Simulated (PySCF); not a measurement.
Ti¹²⁺ (titanium, charge +12) across methods

[Ne], closed-shell 1S. Computed with PySCF 2.14 in an even-tempered Gaussian basis (18 s from 1.8 bohr⁻², ratio 2.2; 11 p from 2.4 bohr⁻², ratio 2.2; 6 d from 14 bohr⁻², ratio 2.4; 5 f from 22 bohr⁻², ratio 2.4; 5 g from 32 bohr⁻², ratio 2.4), with no relativity, point nucleus.

```tsv
method	E (hartree)	mean ε 1s (eV)	mean ε 2s (eV)	mean ε 2p (eV)	Σ⟨r²⟩ (bohr²)	⟨S²⟩
r2SCAN	-791.216	-5182.6	-842.53	-755.18	0.8529	0.000
LDA	-789.073	-5150.6	-833.42	-750.37	0.8569	0.000
PBE0	-790.994	-5200.8	-848.22	-761.04	0.8543	0.000
PBE	-790.917	-5163.4	-835.26	-750.88	0.8555	0.000
MN15	-791.324	-5152.5	-833.14	-758.18	0.8570	0.000
B3LYP	-791.129	-5194.2	-845.59	-759.33	0.8548	0.000
```

Question: Estimate the same row for UHF.

Answer: E (hartree) = -790.80890; mean ε 1s (eV) = -5312.4; mean ε 2s (eV) = -885.52; mean ε 2p (eV) = -789.93; Σ⟨r²⟩ (bohr²) = 0.8515; ⟨S²⟩ = 0.000.
